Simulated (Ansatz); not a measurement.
Reaction (redistribution): `CC[Se][SiH2]C` + `C=[CH][GaH][Cl]` → `C=C[Se]CC` + `C[SiH2][GaH][Cl]`

Program: Ansatz. Geometries: PBE0-D4/def2-TZVP. ΔE: electronic, gas phase. CCSD(T)/CBS adds triple-zeta CCSD(T) − MP2 to the extrapolated MP2 energy (def2 sets, frozen cores). Functionals use def2-TZVPP. B3LYP here is the variant with VWN-RPA as its local correlation; programs differ in this. For Ga, Se outer-core shells are correlated without core-valence functions, which leaves a few kJ/mol of doubt a bond. Scalar relativity is left out up to krypton. Each species was taken in one conformer, which may not be the lowest.

```tsv
level	ΔE (kJ/mol)
r2SCAN-D4	69.4
B3LYP-D4	69.5
ωB97X-V	75.6
ωB97M-V	78.2
B2PLYP	75.1
HF/def2-TZVPP	93.7
HF/def2-QZVPP	93.8
CCSD/CBS(def2)	83.0
```

(1) What does CCSD(T)/CBS give? (An estimate is asked.)

Largest T1 diagnostic among the species: 0.012.

## Answers

(1) The calculation gave: +80.7 kJ/mol. The listed levels differ from it by -11.3, -11.2, -5.1, -2.5, -5.6, 13.0, 13.1, 2.3 kJ/mol.

From PBE to PBE0 (25 % exact exchange), in def2-TZVPP and without D4, ΔE moves by +9.2 kJ/mol. In def2-TZVPP, CCSD(T) changes the Hartree–Fock value by −17.6 kJ/mol (the triples alone add −2.3 kJ/mol) and MP2 by −11.7 kJ/mol.
